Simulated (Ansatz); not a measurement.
`[CH2]1[SiH2][SiH2][Se][CH2][Zn]1`. Total charge 0; spin multiplicity 1.

```xyz
14

C    -0.702    1.864    0.201
Si   -0.599    0.560    1.538
Si   -0.229   -1.614    0.638
Se   -0.111   -1.729   -1.656
C     1.308   -0.392   -2.073
Zn    0.462    1.075   -1.138
H    -0.413    2.846    0.578
H    -1.712    1.922   -0.213
H     0.574    0.838    2.418
H    -1.800    0.469    2.421
H     1.001   -2.207    1.238
H    -1.365   -2.529    0.932
H     2.269   -0.764   -1.723
H     1.315   -0.338   -3.161
```

Question: List the harmonic frequencies (cm⁻¹, unscaled) at PBE0-D4/def2-TZVP in Ansatz. (An estimate is asked.)

Answer: The calculation gave: 26, 82, 129, 134, 143, 235, 348, 349, 433, 459, 538, 556, 575, 605, 619, 663, 701, 715, 744, 781, 909, 919, 934, 940, 996, 1021, 1376, 1402, 2176, 2186, 2196, 2216, 3080, 3105, 3151, 3176.

Question: Is this a minimum?

Answer: Yes, all 36 modes are real.

Question: Give the ideal-gas thermochemistry at 298.15 K and 1 bar (rigid rotor, harmonic oscillator; point group C1, symmetry number 1).

Answer: Zero-point energy 231.0 kJ/mol; H(298) − E = 259.6 kJ/mol; entropy 424.9 J/(mol·K), of which translation 176.8, rotation 126.8, vibration 121.2; G(298) − E = 132.9 kJ/mol. Modes under 100 cm⁻¹ are hindered rotations or soft bends, so the harmonic entropy is rough.

Question: Rotational constants (cm⁻¹)?

Answer: 0.04898, 0.03127, 0.02071.
